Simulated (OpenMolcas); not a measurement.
Cr4+ (d2) in a complex was computed by CASSCF with the d shell active (OpenMolcas, ANO-RCC-VTZP on the metal). Its lowest spin-free states, and all those of the highest spin:

| 2S+1 | Degeneracy | E (cm-1) |
| --- | --- | --- |
| 3 | 1 | 0.0 |
| 3 | 2 | 213.1 |
| 3 | 1 | 2146 |
| 3 | 2 | 10570 |
| 1 | 1 | 10892 |
| 1 | 2 | 12171 |
| 1 | 1 | 12283 |
| 1 | 1 | 14821 |
| 1 | 1 | 19643 |
| 1 | 1 | 21424 |
| 1 | 2 | 21975 |
| 3 | 1 | 32222 |
| 3 | 2 | 40132 |
| 3 | 1 | 55319 |

Q: Is the site octahedral, tetrahedral or cube-like, axial, or of lower symmetry?

A: The states with 2S+1 = 3 have orbital degeneracies 1, 2, 1, 2, 1, 2, 1. There are pairs but no triples, so the site is axial: not cubic, but with a proper or improper axis of order three or more. The run had Cr4+ with 4 ligands (fluoride) in square-planar coordination (D4h) at 1.69 Å. Ligand basis ANO-RCC-VDZP.

Spin-orbit coupling mixes the spin-free states strongly: the lowest level takes only 57 % from its leading state, an unlabelled state of the same spin as most of the rest. Without dynamic correlation the repulsion within the d shell is too large (B by tens of per cent), so at a given field states of lower spin stand too high. The least metal-like active orbital is 76 % on the metal (Löwdin) and no ligand orbital is active, so the numbers are rough. Ligand-to-metal charge-transfer states are missing. With no ligand orbital active B as a rule stays too high, so bands that hang on it stand too high and its fall with covalency is understated. With metal d orbitals alone and no dynamic correlation the field as a rule comes out too small, by tens of per cent, by up to half for chloride and softer ligands. The distance lies 2 % under the 1.72 Å that this model takes as the normal distance (a Shannon-type radius plus a fixed donor radius); by an R⁻⁵ law this alone changes a d-shell field by about +9 %. No measured value stands beside these numbers; the geometry was imposed, not optimised, and the real ion may take another.
